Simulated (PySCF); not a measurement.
**Radiative rates from a computed spectrum**

C₂H₆O₂SSi.
SMILES: `C[Si@@](O)(S)C=O`

Method: PySCF, TDDFT CAM-B3LYP/def2-SVPD, vertical, gas phase, core orbitals frozen in the response. One conformer (not necessarily the lowest) at the GFN2-xTB geometry, without solvent, vibrations or thermal averaging. Torsions of this conformer, `[CH3:1][Si@@:2]([OH:3])([SH:4])[CH:5]=[O:6]`: C1–Si2–C5–O6 -38°, H–O3–Si2–C1 76°, H–S4–Si2–C1 62°.

Computed singlets with f of 0.002 or more:

```tsv
state	E (eV)	f
S1	3.17	0.0029
S2	5.49	0.014
S3	6.03	0.026
S4	6.57	0.031
S5	6.70	0.0066
S6	6.80	0.058
S7	7.07	0.024
S8	7.21	0.016
```

Task: Turn these into Einstein A coefficients, radiative lifetimes, transition dipoles and integrated cross-sections.

Result: A / s⁻¹ = 0.6670 f (ν̃ / cm⁻¹)² and τ = 1/A in vacuum; |μ| follows from f = (2/3) ΔE |μ|² (atomic units, 1 au = 2.5417 D); ∫σ dE = 109.76 f Mb·eV.

```tsv
state	A (s⁻¹)	τ	|μ| (D)	∫σ dE (Mb·eV)
S1	1.3×10⁶	790 ns	0.49	0.32
S2	1.8×10⁷	54 ns	0.82	1.5
S3	4.1×10⁷	24 ns	1.07	2.9
S4	5.7×10⁷	17 ns	1.11	3.4
S5	1.3×10⁷	77 ns	0.51	0.73
S6	1.2×10⁸	8.6 ns	1.50	6.4
S7	5.1×10⁷	19 ns	0.94	2.6
S8	3.6×10⁷	28 ns	0.76	1.8
```

Leading configurations: S1 H→L (82%); S2 H-1→L (76%); S3 H→L+1 (60%); S4 H→L+2 (65%); S5 H-1→L+1 (36%); S6 H-2→L (84%); S7 H→L+4 (35%); S8 H→L+3 (34%) (H = HOMO, L = LUMO).

These lifetimes count emission to the ground state at the vertical energy alone; relaxation of the geometry and all other decay channels are left out.

Task: How much energy does a mole of photons resonant with S6 carry?

Result: 6.799 eV × 96.485 = 656 kJ/mol (157 kcal/mol).

Task: What is the integrated cross-section of all computed states together?

Result: Σf = 0.178 over S1 to S8, so 109.76 × Σf ≈ 19.6 Mb·eV.

Task: By what factor does the largest A in the list exceed the smallest?

Result: S6 has 91 times the rate of S1.

Hardware: an Arm Neoverse N1 with one thread, on a shared host. Cost: 58 s (grids of density and orbitals included), 0.81 GiB resident at most.
